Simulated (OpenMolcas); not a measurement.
## Predicting a hybrid from its neighbours: GeHCl3

GeHCl3: 5 atoms, total charge 0, spin state singlet. As SMILES, `[Cl][GeH]([Cl])[Cl]`. The shape is that of a PBE0-D4/def2-TZVP optimisation.

The HOMO–LUMO gap y, in eV, basis cc-pVDZ; a is the functional's share of exact exchange. Programs: OpenMolcas 26.06.

| functional | program | a | y (eV) |
| --- | --- | --- | --- |
| r2SCAN | OpenMolcas | 0 | 6.15 |
| BLYP | OpenMolcas | 0 | 5.39 |
| B3LYP | OpenMolcas | 0.2 | 7.33 |
| PBE0 | OpenMolcas | 0.25 | ? |
| BHLYP | OpenMolcas | 0.5 | 10.29 |

Problem. Fit y = c + s·a to the known rows and predict PBE0.

Solution. 
1. Means of the 4 rows: a = 0.1750, y = 7.290.
2. Σ(Δa)² = 0.1675, Σ(Δa·Δy) = 1.508, so the slope is 1.508/0.1675 = 9.003.
3. Intercept: 7.290 − (9.003) × 0.1750 = 5.714. The largest residual of the fit is 0.44.
4. PBE0: 5.714 + (9.003) × 0.25 = 7.96 eV.

The run gave 7.96 eV, so the prediction is off by 0.00 eV: they agree to the digits shown. Exact exchange lowers occupied levels and raises empty ones. The rows mix families of semi-local functionals, which the line can't see.
